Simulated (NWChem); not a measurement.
Species: SnF₄, triplet; SMILES of the neutral closed-shell parent [F][Sn]([F])([F])[F]

```xyz
5

F      0.8965     1.0960    -1.0661
Sn    -0.0628    -0.1778     0.2692
F     -1.7030    -0.4278    -0.7173
F      1.1163    -1.6638    -0.1605
F      0.0391     1.9833     0.4485
```
Atoms are numbered in this order, from 1.

Program: NWChem. Spin-unrestricted. Medium grid unless said otherwise, to which SCAN and Minnesota functionals are sensitive. Coordinates come from a PBE0/def2-SVP, spin-unrestricted optimisation. This spin state was assumed; another may lie lower. No stability test was run on the SCF state. def2 effective core potentials on Sn; no spin-orbit coupling. B3LYP is NWChem's, with the RPA form of VWN correlation.

Problem. Among these, which level gives the highest value of “lowest empty minus highest occupied level, either spin (eV)”?
A) B3LYP/def2-SVP
B) M06/def2-SVP
C) BHandHLYP/def2-SVP

Solution. C, BHandHLYP/def2-SVP. Values: B3LYP/def2-SVP 1.61; M06/def2-SVP 1.77; BHandHLYP/def2-SVP 5.14
